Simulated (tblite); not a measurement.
Run record: tight-binding relaxation, `[CH3][Ge@H]1[CH2][C@](C)(C(=O)O)[CH2]1`.

Computed with GFN2-xTB geometry optimisation, gas phase (tblite 0.8.0). Start geometry: from a force field or distance geometry. A driver script takes a list of jobs; this job's settings line and coordinates (Å) are shown.

Command:
```bash
OMP_NUM_THREADS=1 python probes_run.py task.json out
```

Input:
```
{"job": {"kind": "relax", "xc": "GFN2-xTB", "basis": "xTB"}, "charge": 0, "multiplicity": 1}
C      3.143700     0.193200     0.051800
Ge     1.382700     0.634000     0.712900
C      0.101800     0.537200    -0.701300
C     -0.857300    -0.278800     0.119100
C     -1.492400    -1.353800    -0.757200
C     -1.876500     0.631400     0.737600
O     -1.947900     0.683700     2.008100
O     -2.710800     1.424600    -0.057600
C      0.188400    -0.830700     1.063500
H      3.265100    -0.876400    -0.180800
H      3.891100     0.550300     0.775400
H      3.266800     0.764600    -0.907700
H      1.276100     1.801500     1.717100
H      0.525700    -0.062000    -1.560800
H     -0.325900     1.536900    -0.990600
H     -2.370200    -1.819600    -0.275900
H     -0.724300    -2.099000    -1.063900
H     -1.811400    -0.827100    -1.706700
H     -3.409300     2.049000     0.359100
H      0.619800    -1.769800     0.674500
H     -0.144200    -0.872200     2.137800
```

Output:
```
step      E/eV     max force
  0    -787.89425    4.794
  1    -788.36195    5.202
  2    -788.59543    1.222
  3    -788.71267    1.076
  4    -788.97971    0.752
  5    -789.03642    0.576
  6    -789.06649    0.353
  7    -789.07778    0.300
  8    -789.09079    0.279
  9    -789.10025    0.276
... (104 lines left out)
114    -789.34375    0.015
115    -789.34380    0.018
116    -789.34386    0.016
117    -789.34390    0.013
118    -789.34393    0.013
119    -789.34396    0.017
120    -789.34400    0.019
121    -789.34404    0.018
122    -789.34407    0.013
123    -789.34408    0.007
```

«max force» is the largest atomic force in eV/Å.

Question: From which step on does the largest force stay under 0.1 eV/Å, and how much energy is left to gain from there?

Answer: From step 89 (0.099 eV/Å), 3.9 meV above the end.

In short: energy lowered by 33.4 kcal/mol over 123 steps; largest atomic force 0.007 eV/Å at the end.

Question: How long does this job take on one thread, Arm Neoverse V1 (aarch64) (shared host)?

Answer: About 1.1 s.
Labels such as C1 count atoms from 1, the log's own numbers from 0.
